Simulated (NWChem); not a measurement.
# C$_{2}$H$_{7}$S cation; SMILES CC[SH2+]

```xyz
10

C      0.3650    -1.6850     0.0000
C     -0.6639    -0.5756     0.0000
S      0.0286     1.1522     0.0000
H      1.0050    -1.6685    -0.9046
H      1.0050    -1.6685     0.9046
H     -0.1821    -2.6503     0.0000
H     -1.3209    -0.5631    -0.8950
H     -1.3209    -0.5631     0.8950
H      0.9640     1.0212     0.9973
H      0.9640     1.0212    -0.9973
```
Atoms are numbered in this order, from 1.

Results from NWChem. Geometry: optimised at PBE-D3(BJ)/def2-SVP. Level: PBE0/def2-SVP with SMD (1 M gas to 1 M solution), gas-phase geometry. Reactions with the solvent are ignored.

```csv
solvent,dielectric constant,solvation free energy (kcal/mol),cavity-dispersion-structure term (kcal/mol)
water,78.4,-59.5,___
toluene,2.37,-38.0,-1.7
1-octanol,9.86,-57.3,-0.8
cyclohexanone,15.6,-59.5,-0.5
"1,4-dioxane",2.21,-34.9,-0.6
```

Question: Fill in the missing entries.

Answer: 
- water, cavity-dispersion-structure term (kcal/mol): 2.7
